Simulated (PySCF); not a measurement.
# Correlation energy of Sn (tin, neutral)

[Kr] 4d10 5s1 5p3, high-spin 5S determinant (an excited configuration). All numbers are calculated (PySCF 2.14, scalar relativity by spin-free X2C-1e, in x2c-TZVPPall with one added diffuse shell each of s, p, d, f type (9s7p5d3f, 76 functions)). Frozen: [Kr] 4d10; 4 electrons correlated.

```json
{"level": "CCSD", "correlation energy (mhartree)": "-20.73"}
{"level": "(T)", "correlation energy (mhartree)": "-0.31"}
{"level": "CCSD(T)", "correlation energy (mhartree)": "-21.04"}
```

Diagnostics: T1 = 0.0029, D1 = 0.0052, largest double amplitude 0.040.

Cost of the coupled-cluster step: about 1.6 core-seconds, for 4 correlated electrons.
